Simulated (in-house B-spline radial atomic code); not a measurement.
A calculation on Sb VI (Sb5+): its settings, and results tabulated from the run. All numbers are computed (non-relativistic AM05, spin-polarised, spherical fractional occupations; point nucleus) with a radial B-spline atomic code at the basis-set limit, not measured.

Command:
```bash
python run_scf.py task.json out
```
Settings:
```
Z                51
configuration    [Kr] 4d10
hamiltonian      nr
method           am05
spin_polarised   True
```

Output (hartree, bohr):
```
 radial grid: 50 intervals, B-splines of order 8, outer radius 18.2456 bohr

 iter        energy (Eh)    residual
    1       -6282.735106    8.78e-01
    2       -6294.186755    7.18e-01
    3       -6304.733035    1.48e-01
    4       -6305.213871    3.30e-02
    5       -6305.227500    1.63e-02
    6       -6305.232054    5.07e-03
    7       -6305.232715    4.11e-04
    8       -6305.232719    7.30e-06
    9       -6305.232719    2.23e-07

 total energy                     -6305.23272
 kinetic                            6302.0823
 electron-nucleus                 -14893.1343
 Hartree                            2445.0901
 exchange-correlation               -159.2708

 orbital      occ     eigenvalue          <r>       <r^2>       <1/r>     <1/r^2>       r_max
 1s up      1.000     -1073.0150    0.0298398  0.00119089     50.4377     5106.43     0.01976
 1s down    1.000     -1073.0150    0.0298398  0.00119089     50.4377     5106.43     0.01976
 2s up      1.000      -161.2681     0.128759   0.0194673     11.5419     541.072      0.1093
 2s down    1.000      -161.2681     0.128759   0.0194673     11.5419     541.072      0.1093
 2p up      3.000      -151.2805     0.109726   0.0146378     11.5552     180.832     0.08551
 2p down    3.000      -151.2805     0.109726   0.0146378     11.5552     180.832     0.08551
 3s up      1.000       -33.1805     0.344358    0.135334     4.17661     107.011       0.313
 3s down    1.000       -33.1805     0.344358    0.135334     4.17661     107.011       0.313
 3p up      3.000       -29.0306     0.334982     0.12999     4.10233     35.5997      0.2994
 3p down    3.000       -29.0306     0.334982     0.12999     4.10233     35.5997      0.2994
 3d up      5.000       -21.3132      0.30565     0.11062     3.96661     19.6802      0.2447
 3d down    5.000       -21.3132      0.30565     0.11062     3.96661     19.6802      0.2447
 4s up      1.000        -7.1085     0.819479    0.758763     1.68117     22.7079      0.7492
 4s down    1.000        -7.1085     0.819479    0.758763     1.68117     22.7079      0.7492
 4p up      3.000        -5.6997     0.861624    0.845916     1.57667     7.24261      0.7732
 4p down    3.000        -5.6997     0.861624    0.845916     1.57667     7.24261      0.7732
 4d up      5.000        -3.3273     0.995399     1.15629     1.32762     3.24162      0.8397
 4d down    5.000        -3.3273     0.995399     1.15629     1.32762     3.24162      0.8397
```

Run time, properties included: 0.14 s on 1 thread of Arm Neoverse V2 (shared host).
